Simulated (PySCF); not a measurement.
**Computed properties of Si(H)3(nPr) (C₃H₁₀Si), SMILES CCC[SiH3]**

Si(H)3(nPr) (C3H10Si), SMILES CCC[SiH3]. Geometry: B3LYP-D3(BJ)/def2-SVP. Other conformers were not sampled. All values are computed for the isolated molecule unless a solvent is named; none is compared with measurement here.

**Structure.** The optimised structure has Cs symmetry. All 36 harmonic modes at B3LYP-D3(BJ)/def2-SVP (PySCF) are real, so it is a minimum. With heavy atoms numbered as in [SiH3:1][CH2:2][CH2:3][CH3:4], the shortest bond between them is C3–C4 at 1.529 Å and the longest Si1–C2 at 1.891 Å.

**Vibrations.** The strongest infrared lines (harmonic, unscaled, degenerate partners summed) lie at 937 cm⁻¹ (255 km/mol, H 90 %, Si 10 %), 2215 cm⁻¹ (133 km/mol, H 96 %), 2210 cm⁻¹ (130 km/mol, H 96 %). The softest mode is at 97 cm⁻¹ and the zero-point energy is 74.0 kcal/mol.

**Electronic structure.** B3LYP/def2-TZVP (PySCF) places the frontier levels at -8.28 and 0.43 eV, a gap of 8.71 eV, and gives a dipole moment of 0.85 D and a mean polarisability of 66.4 bohr³. PBE/def2-TZVP (PySCF) at the same geometry gives -7.22 and -0.10 eV, so its gap is 1.59 eV narrower. An orbital gap is neither the optical nor the fundamental gap.

**Excitations.** TDDFT-CAM-B3LYP/def2-SVPD (PySCF) has S1 at 8.04 eV (154 nm, f = 0.038, weak); the most intense of the 10 singlets computed lies at 8.92 eV (f = 0.23). T1 (TDA) is at 7.66 eV. TDDFT-PBE/def2-SVPD (PySCF) puts S1 at 7.15 eV. No vertical singlet excitation falls in the visible range (under 3.1 eV).

**NMR.** GIAO shifts at HF/pcSseg-1 (PySCF) (non-relativistic, atoms alike by connectivity averaged): ¹³C from 12.1 to 22.0 ppm against TMS; ¹H from 0.7 to 3.9 ppm against TMS; ²⁹Si at -55.8 ppm against TMS.

**Solvation.** SMD-B3LYP/6-31G* (PySCF) gives 2.4 kcal/mol in water, -2.4 kcal/mol in dichloromethane, -1.3 kcal/mol in cyclohexanone (1 M in both phases, gas-phase geometry); of these solvents dichloromethane holds the molecule best.
